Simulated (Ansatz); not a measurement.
The cluster Si₂Au₄⁻, relaxed as a doublet with UKS r2SCAN-D4/def2-SVPD in Ansatz, starting from the GFN2-xTB geometry. Force threshold 0.02 eV/Å.

In the def2 sets Au takes a core potential; there is no spin–orbit coupling. Another isomer (doublet) lies 0.58 eV lower at PBE0-D4/def2-TZVPD; other spin states weren't run for this one.

Start:

Cartesian coordinates in Å:
```
Au -1.641 -3.319 1.685
Au 0.313 1.827 -1.984
Au -0.499 3.486 -3.772
Au 1.316 -0.129 -0.549
Si -0.243 -1.779 2.798
Si 0.755 -0.087 1.823
```

| step | energy (eV) | largest force component (eV/Å) | SCF passes |
| --- | --- | --- | --- |
| 1 | -30532.7313 | 0.961 | 36 |
| 2 | -30532.8588 | 0.350 | 45 |
| 3 | -30532.9574 | 0.296 | 43 |
| 4 | -30533.0434 | 0.179 | 42 |
| 5 | -30533.1315 | 0.195 | 42 |
| 6 | -30533.2272 | 0.213 | 39 |
| 7 | -30533.3137 | 0.135 | 34 |
| 8 | -30533.3351 | 0.248 | 42 |
| 9 | -30533.3868 | 0.249 | 41 |
| 10 | -30533.4608 | 0.237 | 42 |
| 11 | -30533.4723 | 0.422 | 42 |
| 12 | -30533.5364 | 0.195 | 39 |
| 13 | -30533.5869 | 0.226 | 39 |
| 14 | -30533.6538 | 0.268 | 40 |
| 15 | -30533.7361 | 0.273 | 36 |
| 16 | -30533.8121 | 0.242 | 40 |
| 17 | -30533.8636 | 0.215 | 41 |
| 18 | -30533.8830 | 0.237 | 35 |
| 19 | -30533.9028 | 0.229 | 35 |
| 20 | -30533.9091 | 0.079 | 33 |
| 21 | -30533.9109 | 0.055 | 28 |
| 22 | -30533.9118 | 0.019 | 29 |
| 23 | -30533.9121 | 0.019 | 28 |
| 24 | -30533.9123 | 0.013 | 29 |
| 25 | -30533.9123 | 0.013 | 28 |

Force components are those of the run's own axes.

End:

```xyz
6

Au   -1.260   -2.632    1.650
Au    0.243    1.594   -1.936
Au    0.346    3.170   -4.014
Au    0.184    0.078    0.199
Si    1.065   -1.791    1.585
Si   -0.577   -0.419    2.516
```

Bonds formed: Au1–Si6, Au4–Si5 (atoms count from 1).

The force fell under the threshold at step 22, but the optimiser went on. No frequencies were taken in this run, so the end may be a saddle point.

Run time 5.4 min (4 threads of Arm Neoverse V1 on a shared host).
